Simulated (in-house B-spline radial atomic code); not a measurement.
Radial electron density of neutral zinc, [Ar] 3d10 4s2. Computed with an all-electron radial atomic-structure program (B-spline basis): scalar-relativistic (X2C) BP86, spin-polarised, spherical fractional occupations, Fermi nucleus of rms radius 3.9283 fm.

One-electron X2C: radii and densities carry no picture-change correction, so inner-shell <1/r> comes out high (for 1s by about 2 % at Z = 33, 5 % at 54, 10 % at 75, 30 % at 118) and <r> low.

Columns: r (bohr), 4πr²n(r) (electrons per bohr), bar.

```
 0.00184   0.9871 #
 0.00225    1.399 #
 0.00276    1.985 ##
 0.00338     2.79 ###
 0.00414    3.893 ####
 0.00507     5.38 ######
 0.00621    7.352 ########
 0.00761    9.911 ##########
 0.00932    13.12 ##############
  0.0114    16.96 ##################
   0.014    21.46 ######################
  0.0171    26.13 ###########################
   0.021    30.74 ################################
  0.0257     34.4 ####################################
  0.0315    36.47 ######################################
  0.0386    36.39 ######################################
  0.0473    34.29 ####################################
  0.0579    31.28 #################################
  0.0709    29.23 ###############################
  0.0869    30.06 ###############################
   0.106    34.07 ####################################
    0.13    39.43 #########################################
    0.16    42.06 ############################################
   0.196    38.72 #########################################
    0.24    30.47 ################################
   0.293    22.41 #######################
    0.36     19.3 ####################
    0.44    21.56 #######################
   0.539    24.42 ##########################
   0.661    23.27 ########################
   0.809    17.97 ###################
   0.992    11.48 ############
    1.21    6.589 #######
    1.49    3.635 ####
    1.82    2.231 ##
    2.23    1.463 ##
    2.73   0.9352 #
    3.35   0.5229 #
     4.1   0.2402 
    5.03  0.08296 
    6.16  0.02074 
    7.54 0.003618 
    9.24 0.0004069
```

On this grid the curve has 3 maxima, near 0.0315, 0.16, 0.539 bohr.

The 3d down radial function P(r) = rR(r), positive near the nucleus:

```
r (bohr)         P
  0.0171  0.001351
  0.0257  0.004157
  0.0386   0.01233
  0.0579   0.03457
  0.0869   0.09011
    0.13    0.2102
   0.196    0.4318
   0.293    0.7274
    0.44    0.9819
   0.661     1.015
   0.992    0.8017
    1.49    0.4957
    2.23    0.2412
    3.35   0.08492
    5.03   0.01839
    7.54  0.001906
```
